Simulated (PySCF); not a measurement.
Isomers of C4H9ClOSi.

All values: wB97X-D/def2-SVPD (PySCF) at PBE0-D3(BJ)/def2-SVP geometries, gas phase, one conformer each. Core orbitals are frozen in the response; Δα² is half the sum of the squared differences of the principal polarisabilities.

Question: Rank by HOMO energy, highest first.
A. `[CH3:1][O:2][Si@@H:3]([Cl:4])[CH:5]1[CH2:6][CH2:7]1` with C1–O2–Si3–Cl4 54°, O2–Si3–C5–C6 161°
B. `[CH3:1][O:2][C@@H:3]1[CH2:4][C@@H:5]1[SiH2:6][Cl:7]` with C1–O2–C3–C4 -83°, C4–C5–Si6–Cl7 107°
C. `[CH2:1]=[C:2]([CH3:3])[O:4][SiH2:5][CH2:6][Cl:7]` with C1–C2–O4–Si5 -1°, C2–O4–Si5–C6 -179°, O4–Si5–C6–Cl7 -179°
D. `[Cl:1][CH2:2][C@@H:3]1[CH2:4][CH2:5][SiH2:6][O:7]1` with Cl1–C2–C3–C4 -64°, C2–C3–C4–C5 -161°, C3–C4–C5–Si6 35°, C4–C5–Si6–O7 -19°, C5–Si6–O7–C3 -4°
E. `[CH3:1][O:2][C@@H:3]1[CH2:4][C@H:5]1[SiH2:6][Cl:7]` with C1–O2–C3–C4 154°, C4–C5–Si6–Cl7 148°
F. `[CH2:1]=[CH:2][CH2:3][Si@@H:4]([OH:5])[CH2:6][Cl:7]` with C1–C2–C3–Si4 -110°, C2–C3–Si4–O5 -60°, C3–Si4–O5–H 161°, C3–Si4–C6–Cl7 -166°

Answer: C (-8.74 eV), F (-9.15 eV), E (-9.39 eV), B (-9.56 eV), D (-10.01 eV), A (-10.19 eV).

Question: Rank by vertical ionisation energy (ΔSCF), lowest first.
A. `[Cl:1][CH2:2][C@@H:3]1[CH2:4][CH2:5][SiH2:6][O:7]1` with Cl1–C2–C3–C4 -64°, C2–C3–C4–C5 -161°, C3–C4–C5–Si6 35°, C4–C5–Si6–O7 -19°, C5–Si6–O7–C3 -4°
B. `[CH3:1][O:2][C@@H:3]1[CH2:4][C@H:5]1[SiH2:6][Cl:7]` with C1–O2–C3–C4 154°, C4–C5–Si6–Cl7 148°
C. `[CH3:1][O:2][Si@@H:3]([Cl:4])[CH:5]1[CH2:6][CH2:7]1` with C1–O2–Si3–Cl4 54°, O2–Si3–C5–C6 161°
D. `[CH2:1]=[C:2]([CH3:3])[O:4][SiH2:5][CH2:6][Cl:7]` with C1–C2–O4–Si5 -1°, C2–O4–Si5–C6 -179°, O4–Si5–C6–Cl7 -179°
E. `[CH2:1]=[CH:2][CH2:3][Si@@H:4]([OH:5])[CH2:6][Cl:7]` with C1–C2–C3–Si4 -110°, C2–C3–Si4–O5 -60°, C3–Si4–O5–H 161°, C3–Si4–C6–Cl7 -166°
F. `[Cl:1][C@H:2]1[CH2:3][O:4][CH2:5][CH2:6][SiH2:7]1` with Cl1–C2–C3–O4 -179°, C2–C3–O4–C5 -74°, C3–O4–C5–C6 73°, O4–C5–C6–Si7 -55°

Answer: D (8.92 eV), E (9.35 eV), B (9.55 eV), F (9.74 eV), A (10.19 eV), C (10.34 eV).

Question: Rank by HOMO–LUMO gap, highest first.
A. `[CH2:1]=[CH:2][CH2:3][Si@@H:4]([OH:5])[CH2:6][Cl:7]` with C1–C2–C3–Si4 -110°, C2–C3–Si4–O5 -60°, C3–Si4–O5–H 161°, C3–Si4–C6–Cl7 -166°
B. `[CH3:1][O:2][C@@H:3]1[CH2:4][C@@H:5]1[SiH2:6][Cl:7]` with C1–O2–C3–C4 -83°, C4–C5–Si6–Cl7 107°
C. `[Cl:1][C@H:2]1[CH2:3][O:4][CH2:5][CH2:6][SiH2:7]1` with Cl1–C2–C3–O4 -179°, C2–C3–O4–C5 -74°, C3–O4–C5–C6 73°, O4–C5–C6–Si7 -55°
D. `[CH2:1]=[C:2]([CH3:3])[O:4][SiH2:5][CH2:6][Cl:7]` with C1–C2–O4–Si5 -1°, C2–O4–Si5–C6 -179°, O4–Si5–C6–Cl7 -179°
E. `[CH3:1][O:2][C@@H:3]1[CH2:4][C@H:5]1[SiH2:6][Cl:7]` with C1–O2–C3–C4 154°, C4–C5–Si6–Cl7 148°
F. `[Cl:1][CH2:2][C@@H:3]1[CH2:4][CH2:5][SiH2:6][O:7]1` with Cl1–C2–C3–C4 -64°, C2–C3–C4–C5 -161°, C3–C4–C5–Si6 35°, C4–C5–Si6–O7 -19°, C5–Si6–O7–C3 -4°

Answer: F (11.84 eV), B (11.62 eV), C (11.41 eV), E (11.09 eV), A (10.63 eV), D (10.39 eV).

All values together:

| SMILES | μ (D) | HOMO (eV) | LUMO (eV) | α (Å³) | Δα (Å³) | ΔSCF removal energy (eV) |
| --- | --- | --- | --- | --- | --- | --- |
| CO[C@@H]1C[C@@H]1[SiH2]Cl | 3.50 | -9.56 | 2.06 | 13.35 | 4.34 | 9.72 |
| C=C(C)O[SiH2]CCl | 1.82 | -8.74 | 1.66 | 13.80 | 5.23 | 8.92 |
| CO[C@@H]1C[C@H]1[SiH2]Cl | 1.01 | -9.39 | 1.70 | 13.32 | 3.19 | 9.55 |
| Cl[C@H]1COCC[SiH2]1 | 2.26 | -9.56 | 1.84 | 13.26 | 3.76 | 9.74 |
| C=CC[Si@@H](O)CCl | 1.58 | -9.15 | 1.47 | 13.66 | 3.82 | 9.35 |
| CO[Si@@H](Cl)C1CC1 | 1.48 | -10.19 | 2.19 | 12.98 | 3.39 | 10.34 |
| ClC[C@@H]1CC[SiH2]O1 | 1.88 | -10.01 | 1.83 | 13.03 | 4.33 | 10.19 |

Conformers: `[CH3:1][O:2][C@@H:3]1[CH2:4][C@@H:5]1[SiH2:6][Cl:7]` with C1–O2–C3–C4 -83°, C4–C5–Si6–Cl7 107°; `[CH2:1]=[C:2]([CH3:3])[O:4][SiH2:5][CH2:6][Cl:7]` with C1–C2–O4–Si5 -1°, C2–O4–Si5–C6 -179°, O4–Si5–C6–Cl7 -179°; `[CH3:1][O:2][C@@H:3]1[CH2:4][C@H:5]1[SiH2:6][Cl:7]` with C1–O2–C3–C4 154°, C4–C5–Si6–Cl7 148°; `[Cl:1][C@H:2]1[CH2:3][O:4][CH2:5][CH2:6][SiH2:7]1` with Cl1–C2–C3–O4 -179°, C2–C3–O4–C5 -74°, C3–O4–C5–C6 73°, O4–C5–C6–Si7 -55°; `[CH2:1]=[CH:2][CH2:3][Si@@H:4]([OH:5])[CH2:6][Cl:7]` with C1–C2–C3–Si4 -110°, C2–C3–Si4–O5 -60°, C3–Si4–O5–H 161°, C3–Si4–C6–Cl7 -166°; `[CH3:1][O:2][Si@@H:3]([Cl:4])[CH:5]1[CH2:6][CH2:7]1` with C1–O2–Si3–Cl4 54°, O2–Si3–C5–C6 161°; `[Cl:1][CH2:2][C@@H:3]1[CH2:4][CH2:5][SiH2:6][O:7]1` with Cl1–C2–C3–C4 -64°, C2–C3–C4–C5 -161°, C3–C4–C5–Si6 35°, C4–C5–Si6–O7 -19°, C5–Si6–O7–C3 -4°.

By how much does the ΔSCF value exceed −ε(HOMO) over the species that have both?

By 0.15 to 0.20 eV, 0.17 eV on average, over 7 species.
